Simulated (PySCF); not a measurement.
C3H5ClGeO, SMILES C=[C](Cl)[GeH2][CH]=O. The structure is a stationary point at PBE-D3(BJ)/def2-SVP. The structure was generated by enumeration, and PubChem lists no compound with its InChIKey, so it may never have been made. The values are those of a single conformer.

Question: Give the equilibrium geometry at PBE-D3(BJ)/def2-SVP (PySCF confirms it by a frequency run) as Cartesian coordinates in Å. (The exact figures need the calculation; the answer reports its results.)

Answer: Several could match; the one computed here: 
```xyz
11

C     -2.4185    -0.2786    -0.6259
C     -1.3112    -0.0320     0.0963
Cl    -1.3438     1.1166     1.4334
Ge     0.4797    -0.7729    -0.2095
C      1.7470     0.7779    -0.5229
O      2.7890     0.6492    -1.1267
H     -3.3821     0.2107    -0.4100
H     -2.3759    -0.9943    -1.4619
H      0.4717    -1.7183    -1.4367
H      0.9382    -1.5262     1.0665
H      1.4276     1.7799    -0.0929
```
